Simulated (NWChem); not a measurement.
Si2H4F2; SMILES F[SiH](F)[SiH3]

Program: NWChem. Pople sets run with spherical d functions. Coordinates come from a PBE-D3(BJ)/def2-SVP optimisation. Level: PBE0/6-31G* with SMD (1 M gas to 1 M solution), gas-phase geometry. Reactions with the solvent are ignored.

```json
[
 {"solvent": "water", "dielectric constant": "78.4", "solvation free energy (kcal/mol)": "1.4", "cavity-dispersion-structure term (kcal/mol)": "3.9", "dipole in solution (D)": "2.19"},
 {"solvent": "methanol", "dielectric constant": "32.6", "solvation free energy (kcal/mol)": "-2.1", "cavity-dispersion-structure term (kcal/mol)": "0.3", "dipole in solution (D)": "2.18"},
 {"solvent": "N,N-dimethylformamide", "dielectric constant": "37.2", "solvation free energy (kcal/mol)": "-1.3", "cavity-dispersion-structure term (kcal/mol)": "1.1", "dipole in solution (D)": "2.18"},
 {"solvent": "dichloromethane", "dielectric constant": "8.93", "solvation free energy (kcal/mol)": "-2.0", "cavity-dispersion-structure term (kcal/mol)": "0.1", "dipole in solution (D)": "2.14"},
 {"solvent": "chlorobenzene", "dielectric constant": "5.70", "solvation free energy (kcal/mol)": "-1.6", "cavity-dispersion-structure term (kcal/mol)": "0.4", "dipole in solution (D)": "2.11"},
 {"solvent": "cyclohexanone", "dielectric constant": "15.6", "solvation free energy (kcal/mol)": "-1.2", "cavity-dispersion-structure term (kcal/mol)": "1.0", "dipole in solution (D)": "2.16"}
]
```
